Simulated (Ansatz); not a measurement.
`F[CH2][GaH][F]` + H₂Se → `[F][GaH][SeH]` + fluoromethane at 500 K and 1 bar (ligand exchange at a Ga–C bond).

Program: Ansatz. Geometries: PBE0-D4/def2-TZVP. ΔE: electronic, gas phase. CCSD(T)/CBS adds triple-zeta CCSD(T) − MP2 to the extrapolated MP2 energy (def2 sets, frozen cores). This one scheme is used for every species. For Ga, Se outer-core shells are correlated without core-valence functions, which leaves a few kJ/mol of doubt a bond. Scalar relativity is left out up to krypton. Each species was taken in one conformer, which may not be the lowest.

```csv
species,CCSD(T)/CBS energy (Eh),H − E (kJ/mol),S (J/(mol·K))
`F[CH2][GaH][F]`,-2163.39923,135.9,375.3
H₂Se,-2401.89790,53.1,237.8
`[F][GaH][SeH]`,-4425.71391,77.0,357.9
`CF`,-139.63461,122.2,244.8
```

H − E and S are ideal-gas, rigid-rotor, harmonic terms from PBE0-D4/def2-TZVP, for one conformer and one mirror image of each species. 1 Eh = 2625.50 kJ/mol, R = 8.31446 J/(mol·K).

Problem. By hand: ΔE, ΔH, ΔS and ΔG.

Solution. ΔE = (-4425.71391) + (-139.63461) − (-2163.39923) − (-2401.89790) = -0.05139 Eh = -134.9 kJ/mol. Δ(H − E) = 77.0 + 122.2 − 135.9 − 53.1 = 10.2, so ΔH = -124.7 kJ/mol. ΔS = 357.9 + 244.8 − 375.3 − 237.8 = -10.4 J/(mol·K). ΔG = -124.7 − 500 × (-10.4)/1000 = -119.5 kJ/mol.

Problem. By hand: the equilibrium constant, and the temperature at which ΔG would vanish if ΔH and ΔS stayed fixed.

Solution. log₁₀ K = −ΔG/(RT ln 10) = 12.5. ΔG = 0 at ΔH/ΔS = 11990 K, far beyond where these terms or the molecules hold.

The number of gas molecules stays the same, so ΔS is small and ΔH decides. A doubt of 5 kJ/mol in ΔE shifts log₁₀ K by 0.5 here. Other conformers and mirror images would add mixing entropy, several J/(mol·K) or more a flexible species. Modes under 60 cm⁻¹, often nearly free rotors, make the harmonic entropy too high. These are equilibria of isolated gas molecules and say nothing of rates. Largest T1 diagnostic: 0.013 (customary marks: 0.02 for closed shells, 0.045 for open ones).
